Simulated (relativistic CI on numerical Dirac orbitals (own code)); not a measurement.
## Hyperfine structure of Cu22+, mass number 65

Computed by Dirac-Coulomb-Breit CI, orbitals from a KLI potential per configuration, model QED, unscaled Slater integrals (own radial code, finite nucleus).

Configurations in the expansion (outside the closed core 1s2): 2s²2p³, 2s2p⁴, 2p⁵, 2p⁴3s, 2p⁴3p, 2p⁴3d, 2s²2p²3s, 2s²2p²3p, 2s²2p²3d, 2s2p³3s, 2s2p³3p, 2s2p³3d, 2s²2p²4s, 2s²2p²4p, 2s²2p²4d, 2s²2p²4f. Levels of other configurations are missing.

Nuclear spin I = 3/2, μ = 2.3844 μN, Q = -0.204 b (tables of Stone and Pyykkö). The electronic factors are computed for point nuclear moments, without core polarisation or the Bohr-Weisskopf and QED corrections.

```
        Level  E (cm⁻¹)  A (GHz)  B (GHz)
2s²2p³ ²D°3/2    173520    43.02    -13.2
2s²2p³ ²D°5/2    233568    119.2   0.0716
2s²2p³ ²P°1/2    330374    338.3         
2s²2p³ ²P°3/2    449137    68.88     17.2
  2s2p⁴ ⁴P5/2    901542    270.3    -13.2
  2s2p⁴ ⁴P3/2   1012202    199.6     11.9
  2s2p⁴ ⁴P1/2   1038510    619.6         
  2s2p⁴ ²D3/2   1259076   -59.61     17.7
```

Levels with J = 0, under 50 % of one LS term, or S terms without an open s electron are left out. Small factors come from cancelling terms and can be off by tens of per cent or more.

At this charge energies of transitions that change n are usually good to better than 1 %, and those within a shell (Δn = 0) to a few per cent.

(1) Give the hyperfine levels of 2s²2p³ ²D°5/2 relative to its centre of gravity.

Results:

(1) With K = F(F + 1) − I(I + 1) − J(J + 1), E = AK/2 + B[¾K(K + 1) − I(I + 1)J(J + 1)]/[2I(2I − 1)J(2J − 1)]: F = 1: -625.6, F = 2: -387.3, F = 3: -29.83, F = 4: 446.9 GHz.

LS names give the leading component of a level, which can be under half, so a name can repeat, a term be missing and a line seem to break the LS rules.
